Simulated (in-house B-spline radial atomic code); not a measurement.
**Solving the quasi-particle equation for 2s up of Li**

Configuration [He] 2s1, highest spin, start PBE. Computed with an all-electron radial atomic-structure program (B-spline basis): all electrons, non-relativistic, point nucleus, each spin shell either full or empty, empty states to l = 9 with an (l + 1/2)⁻⁴ tail; G0W0 by contour deformation at full frequency.

RPA overbinds a lone outer s electron by self-correlation, and G0W0 tends to as well.

At the mean-field level ε = -3.228 eV the matrix elements are Σx = -7.009 eV, v_xc = -4.894 eV and Σc(ε) = -0.828 eV, and the slope of the correlation self-energy is dΣc/dω = -0.2290. The quasi-particle energy solves E = ε + Σx − v_xc + Σc(E).

(1) What does the linearised equation give?

(2) How does that compare with the full solution and with static screening?

Results:

(1) Z = 1/(1 − dΣc/dω) = 1/1.2290 = 0.8137. The first-order shift is Σx − v_xc + Σc(ε) = -7.009 − (-4.894) + (-0.828) = -2.943 eV, so E ≈ ε + Z × shift = -3.228 + 0.8137 × (-2.943) = -5.623 eV.

(2) Solving the equation at full frequency dependence gives E = -5.511 eV, where Σc = -0.168 eV and the weight is 0.647; the linearised value is off by 112 meV; so low a weight means that a satellite takes much of the strength. Leaving Z out would give -6.171 eV. Static COHSEX puts -1.795 eV in place of Σc and gives -7.138 eV, 1.63 eV deeper. The tabulated removal energy is 5.392 eV (NIST, measured); the run leaves out relativity, Breit and QED terms.
